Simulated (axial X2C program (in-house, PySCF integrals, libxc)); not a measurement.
# MoH⁻: bond constants with and without spin–orbit coupling

Calculated with an in-house all-electron X2C program for linear molecules (integrals from PySCF). Spin-free means the one-electron spin-free X2C Hamiltonian; two-component (2c) means X2C with spin–orbit coupling and atomic mean-field two-electron Coulomb and Gaunt terms, so the difference of the two also holds small scalar two-electron terms. Basis: Mo dyall-acv3z [12s13p10d5f3g], H dyall-av3z [7s3p2d] (cores contracted in-house); Gaussian nuclei, density fitting, unrestricted open shells. Masses: Mo 97.905 u, H 1.008 u.

State, spin-free: M_S = 3, Λ = 0 (beyond evenly filled blocks: 2 × σα, π+α, π-α, δ+α, δ-α); electrons by block: σα: 11, σβ: 9, π+α: 5, π+β: 4, π-α: 5, π-β: 4, δ+α: 2, δ+β: 1, δ-α: 2, δ-β: 1. Fragments: Mo + H- for PBE0, MP2, CCSD, CCSD(T), r2SCAN0; Mo- + H for HF.

State, 2c: Ω = 3 (⟨Sz⟩ = 3.00, ⟨Lz⟩ = 0.00 at PBE0); electrons by block: 1/2: 15, -1/2: 14, 3/2: 6, -3/2: 6, 5/2: 2, -5/2: 1. Fragments: Mo + H- for PBE0, MP2, CCSD, CCSD(T), r2SCAN0; Mo- + H for HF.

```json
{"Hamiltonian": "2c", "level": "PBE0", "Re (Å)": "1.820", "ωe (cm⁻¹)": "1362.1", "De (eV)": "2.14", "μ (D)": "4.34"}
{"Hamiltonian": "2c", "level": "HF", "Re (Å)": "1.929", "ωe (cm⁻¹)": "1164.1", "De (eV)": "1.61", "μ (D)": "2.70"}
{"Hamiltonian": "2c", "level": "MP2", "Re (Å)": "1.866", "ωe (cm⁻¹)": "1318.2", "De (eV)": "2.08", "μ (D)": "n/a"}
{"Hamiltonian": "2c", "level": "CCSD", "Re (Å)": "1.881", "ωe (cm⁻¹)": "1262.7", "De (eV)": "2.00", "μ (D)": "n/a"}
{"Hamiltonian": "2c", "level": "CCSD(T)", "Re (Å)": "1.877", "ωe (cm⁻¹)": "1276.8", "De (eV)": "2.06", "μ (D)": "n/a"}
{"Hamiltonian": "2c", "level": "r2SCAN0", "Re (Å)": "1.835", "ωe (cm⁻¹)": "1321.5", "De (eV)": "2.05", "μ (D)": "3.42"}
```

Spin-free values that have a 2c row agree with it to the digits that matter (0.001 Å, 0.01 eV) and are not repeated.

Correlated methods: 8 electrons correlated (number of frozen shells: Mo 4 s, 3 p, 1 d; H none), 260 virtual spin orbitals or spinors in MP2, 90 natural virtuals in coupled cluster.

Dipoles are positive if H is the positive end and refer to the centre of mass.

One determinant describes the state; a PBE0 search over occupations chose it and may have missed a lower one. De is counted from the lowest determinant-based energies of the atoms at the same level, without counterpoise correction. Density functionals use the spin component along the axis (collinear). Coupled cluster ran in a truncated set of natural virtual spinors; the MP2 energy of the rest was added. (T) has no such correction and the atoms are truncated less, which lowers De at CCSD(T) by a hundredth of an eV or more. PBE0 can misorder states that lie within some tenths of an eV, so this need not be the ground state of the molecule. The nearest other spin-free determinant of the search, M_S = 2, Λ = 0, lies 0.06 eV up at the distance of the search. With several unpaired electrons one determinant need not be a pure state. A state of lower Ω lies just above, and one determinant can place such states too high, so the state shown need not be the lowest. The search has Ω = 2 only 0.06 eV up. Open-shell Ω = 0 determinants with evenly filled partner blocks cannot be reached by this program, so the Ω shown need not be the lowest component. The highest occupied level of some functionals is positive through self-interaction error; at Hartree–Fock it is bound. With the outer-core shells frozen, correlated bond lengths of heavy atoms tend to come out a few hundredths of an ångström too long. Hartree–Fock gets electron affinities wrong, so its lowest charge split need not be the true one.

Rough cost a point (2c) on 1 thread(s) of a shared host, integrals apart: PBE0 0.7 s, HF 0.4 s, CCSD(T) 2.8 s, r2SCAN0 1.2 s.
